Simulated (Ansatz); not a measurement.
Relaxation of Ba6O5 with RKS PBE-D4/def2-SVP.

```sh
$ ansatz run in.yaml --threads 4 --pin off --events-out ev --progress --plain --max-ram 6963MiB
```

```yaml
crystal:
  periodic: [false, false, false]
  atoms:
    - {symbol: Ba, position_ang: [-2.151520, -1.976190, -0.019010]}
    - {symbol: Ba, position_ang: [-2.081070, 1.691220, 1.096880]}
    - {symbol: Ba, position_ang: [1.759780, 1.896960, -0.052940]}
    - {symbol: Ba, position_ang: [1.699010, -1.579200, -1.119000]}
    - {symbol: Ba, position_ang: [-1.219580, 0.775190, -2.519390]}
    - {symbol: Ba, position_ang: [0.880540, -0.717910, 2.315620]}
    - {symbol: O, position_ang: [2.609220, -0.246790, 0.690320]}
    - {symbol: O, position_ang: [-2.545830, 0.233180, -0.670730]}
    - {symbol: O, position_ang: [0.078660, 1.529110, 1.709910]}
    - {symbol: O, position_ang: [0.960020, 0.604360, -1.988760]}
    - {symbol: O, position_ang: [0.010770, -2.209920, 0.557110]}
basis:
  gaussian: {orbitals: def2-SVP}
hamiltonian: {xc: pbe, dispersion: d4}
scf: {lower_state_search: "off"}
output: {orbitals: {seedname: orbitals}}
relax: {f_tol: 0.03, max_steps: 70}
```

Hardware: 4 threads of Arm Neoverse V1 on a shared host. Wall time 44 s.

Positions (Å) and forces (eV/Å) at steps 1, 2, 3, 4, 5 of 5:

```xyz
11
step=1 energy=-14394.3379 eV
Ba   -2.152   -1.976   -0.019   -1.409   -1.362    0.008
Ba   -2.081    1.691    1.097   -1.389    1.172    0.778
Ba    1.760    1.897   -0.053    0.781    0.757    0.003
Ba    1.699   -1.579   -1.119    0.772   -0.643   -0.426
Ba   -1.220    0.775   -2.519   -0.796    0.536   -1.727
Ba    0.881   -0.718    2.316    0.421   -0.309    0.966
O     2.609   -0.247    0.690   -0.580    0.051   -0.174
O    -2.546    0.233   -0.671    0.073   -0.007    0.014
O     0.079    1.529    1.710    0.772   -0.436   -0.211
O     0.960    0.604   -1.989    0.567   -0.220    0.691
O     0.011   -2.210    0.557    0.789    0.461    0.079
11
step=2 energy=-14394.8755 eV
Ba   -2.271   -2.128   -0.009    0.431    0.377    0.008
Ba   -2.201    1.818    1.192    0.407   -0.319   -0.201
Ba    1.870    2.004   -0.053   -0.388   -1.018    0.163
Ba    1.808   -1.671   -1.180   -0.353    0.759    0.705
Ba   -1.273    0.832   -2.701    0.247   -0.138    0.485
Ba    0.941   -0.761    2.452    0.061    0.321   -1.051
O     2.521   -0.239    0.665    0.075   -0.010    0.017
O    -2.490    0.228   -0.656    0.275   -0.020    0.070
O     0.104    1.471    1.654   -0.255    0.003   -0.089
O     0.953    0.579   -1.908   -0.260    0.009   -0.048
O     0.038   -2.132    0.545   -0.240    0.036   -0.060
11
step=3 energy=-14395.0566 eV
Ba   -2.241   -2.096   -0.009   -0.079    0.018   -0.024
Ba   -2.182    1.798    1.176   -0.077    0.003   -0.024
Ba    1.835    1.934   -0.045   -0.057    0.002   -0.013
Ba    1.780   -1.622   -1.134   -0.053    0.008   -0.014
Ba   -1.261    0.828   -2.667   -0.081    0.009   -0.012
Ba    0.938   -0.740    2.379   -0.055    0.009   -0.015
O     2.558   -0.243    0.675    0.027    0.000    0.006
O    -2.442    0.228   -0.644    0.125   -0.011    0.032
O     0.074    1.465    1.638    0.095   -0.086   -0.059
O     0.923    0.575   -1.909    0.053   -0.044    0.122
O     0.019   -2.126    0.539    0.101    0.093    0.003
11
step=4 energy=-14395.0621 eV
Ba   -2.246   -2.094   -0.012    0.025    0.002    0.005
Ba   -2.190    1.799    1.176    0.024   -0.005    0.004
Ba    1.823    1.932   -0.048    0.057   -0.011    0.016
Ba    1.772   -1.620   -1.134    0.058   -0.003    0.019
Ba   -1.268    0.831   -2.668    0.023   -0.002    0.010
Ba    0.930   -0.738    2.375    0.060   -0.005    0.011
O     2.574   -0.244    0.679   -0.073    0.009   -0.019
O    -2.409    0.227   -0.635   -0.001    0.001    0.000
O     0.075    1.446    1.620   -0.061    0.020    0.000
O     0.916    0.565   -1.887   -0.051    0.010   -0.035
O     0.024   -2.105    0.535   -0.060   -0.016   -0.010
11
step=5 energy=-14395.0633 eV
Ba   -2.244   -2.093   -0.012   -0.003   -0.001   -0.001
Ba   -2.189    1.799    1.176   -0.003    0.001    0.001
Ba    1.827    1.932   -0.047   -0.001    0.000    0.000
Ba    1.777   -1.622   -1.133   -0.001    0.001    0.000
Ba   -1.267    0.832   -2.668   -0.002    0.001   -0.002
Ba    0.935   -0.739    2.377   -0.001    0.001   -0.001
O     2.565   -0.243    0.676    0.003    0.000    0.001
O    -2.410    0.227   -0.636    0.001    0.000    0.000
O     0.072    1.447    1.620    0.002    0.002    0.004
O     0.913    0.565   -1.889    0.004   -0.001   -0.004
O     0.021   -2.106    0.535    0.003   -0.005    0.002
```

In the def2 sets Ba takes a core potential; there is no spin–orbit coupling. The restricted singlet is unstable towards broken spin symmetry in Hartree–Fock (as tested in another run); at PBE-D4/def2-SVP this wasn't settled. The structure comes from a short search, and lower isomers may exist.
